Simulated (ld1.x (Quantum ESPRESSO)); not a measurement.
**Varying the RRKJ potential for potassium (K)**

Base potential:

K (Z = 19), norm-conserving RRKJ (Kleinman–Bylander form), made with ld1.x (Quantum ESPRESSO) 7.5 (PBE, scalar-relativistic). Core [Ne], reference 3s2 3p6 3d0 4s0 4p0 (charge +1). Waves: 3s (bound): rc 1.65 bohr; 3d (bound, empty): rc 2.40 bohr; 3p (bound): rc 1.90 bohr. Local part: the p channel. Core correction: a·sin(br)/r model core inside 1.15 bohr. rho0 = 0.005.

All-electron outer shells of the reference configuration (PBE, scalar-relativistic, ld1.x):

```tsv
shell	level (eV)	outermost node (bohr)	outermost maximum (bohr)
2p	-286.28	–	0.26
3s	-41.45	0.48	1.08
3p	-24.88	0.45	1.15
4s	-6.22	1.56	3.51
3d	-3.81	–	1.76
4p	-3.75	1.81	4.34
```

Cutoffs, loose and tight: the cutoffs (Ry, on a coarse ladder) from which the occupation-weighted sum of valence levels, in a spherical-Bessel basis at the reference potential, stays within 10 and 1 mRy of its value at 400 Ry. They do not see the model core or the augmentation charge, which bear on the density cutoff. Test errors are all-electron minus pseudo excitation energies from the reference, over the configurations 3s2 3p6 3d0 4s1 4p0; 3s2 3p6 3d0 4s0.5 4p0; 3s2 3p6 3d0 4s0 4p1; 3s2 3p6 3d1 4s0 4p0; 3s1 3p6 3d0 4s1 4p0; 3s2 3p5 3d0 4s1 4p0; 3s2 3p6 3d0.5 4s0.5 4p0. A dash means not determined; rows that change the core or the reference have their own tests.

| change | outcome | cutoff, loose | cutoff, tight | bound ghosts | largest test error (meV) |
| --- | --- | --- | --- | --- | --- |
| base | generated | 45 Ry | 50 Ry | none | +61 |
| all radii but the core radius scaled by about 0.75 (s 1.24, p 1.42, d 1.80 bohr) | generated | 55 Ry | 110 Ry | none | +34 |
| all radii but the core radius scaled by about 0.85 (s 1.40, p 1.62, d 2.04 bohr) | generated | 45 Ry | 80 Ry | none | +48 |
| all radii but the core radius scaled by about 0.93 (s 1.54, p 1.78, d 2.24 bohr) | generated | 45 Ry | 50 Ry | none | +60 |
| all radii but the core radius scaled by about 1.07 (s 1.76, p 2.02, d 2.56 bohr) | generated | 40 Ry | 50 Ry | none | +54 |
| all radii but the core radius scaled by about 1.21 (s 2.00, p 2.30, d 2.92 bohr) | generated | 40 Ry | 45 Ry | none | -81 |
| all radii but the core radius scaled by about 1.31 (s 2.16, p 2.48, d 3.14 bohr) | generated | 35 Ry | 40 Ry | none | -213 |
| all radii but the core radius scaled by about 1.37 (s 2.26, p 2.60, d 3.30 bohr) | generated | 35 Ry | 40 Ry | none | -287 |

Problem. What comes out with this change to the base: all radii but the core radius scaled by about 1.15 (s 1.90, p 2.20, d 2.76 bohr)?

Solution. outcome: generated; cutoff, loose: 40 Ry; cutoff, tight: 50 Ry; bound ghosts: none; largest test error (meV): +23.

Reading the sweep of the scale of all radii but the core radius (base = 1) (base included, trends over the rows without a ghost): The loose cutoff falls from 55 Ry at 0.75 to 35 Ry at 1.37. A larger radius leaves more room for a smooth pseudo-wave, so fewer plane waves are needed; a smaller one forces it to follow the all-electron wave where it bends sharply. The median size of the test errors (rows with all tests solved) is not monotonic: lowest 2.6 meV at 1.15, highest 68.1 meV at 1.37.
